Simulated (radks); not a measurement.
Results of a calculation; reference values are marked as such.
Q: Ionisation of Kr3+, [Ar] 3d10 4s2 4p3, to Kr4+, [Ar] 3d10 4s2 4p2, under several functionals. Dirac Kohn-Sham, spin-unpolarised, spherical densities, finite nucleus; open shells are shared between the two j in proportion to 2j + 1; a radial shooting solver on a logarithmic mesh with Libxc functionals. The NIST Atomic Spectra Database gives 50.9 eV (measured). Rank these functionals by the error of their Delta-SCF ionisation energy: exchange-only LDA; LDA (Slater exchange, Perdew-Zunger correlation); OLYP; SOGGA; PW91; revPBE; HCTH/407; BP86.

A: From best to worst: HCTH/407 50.180 eV (-0.670); LDA (Slater exchange, Perdew-Zunger correlation) 50.085 eV (-0.765); BP86 49.975 eV (-0.875); PW91 49.927 eV (-0.923); OLYP 49.798 eV (-1.052); revPBE 49.769 eV (-1.081); SOGGA 49.737 eV (-1.113); exchange-only LDA 48.567 eV (-2.283). Spin polarisation and multiplet splitting are left out, so open shells lie too high by an amount that depends on their filling. Sharing an open shell by 2j + 1 raises it above the true ground level by a part of the spin-orbit splitting, which enters the differences from NIST.

Beside tabulated values, note that spin-unpolarised runs miss the spin-polarisation part of the exchange energy of open shells.
